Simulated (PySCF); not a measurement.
PySCF input:

```python
from pyscf import gto, scf, dft

mol = gto.M(
    atom='''
    C     1.61440052    1.13498542    0.19390127
    C     0.52885921    0.34092115    0.18506114
    C    -0.49906388   -0.32674911   -0.15482194
    O    -1.48709825   -1.00911312   -0.32174324
    H     2.03161087    1.17796015    1.22910305
    ''',
    basis='def2-tzvpd',
    charge=-1,
    spin=0,
    verbose=4,
)

mf = dft.RKS(mol, xc='m062x').density_fit(auxbasis='def2-universal-jkfit')
mf.grids.level = 4
mf.conv_tol = 1e-9
mf.max_cycle = 100
mf.max_memory = 1500
mf.kernel()
if not mf.converged:
    mf = mf.newton()
    mf.kernel(mf.make_rdm1())
mf.analyze()
```

**Question.** What final total energy does it print?

**Answer.** -190.03866 Eh (M06-2X/def2-TZVPD).

It need not be the lowest isomer of its formula. Whether it binds its extra electron was not tested at this geometry.
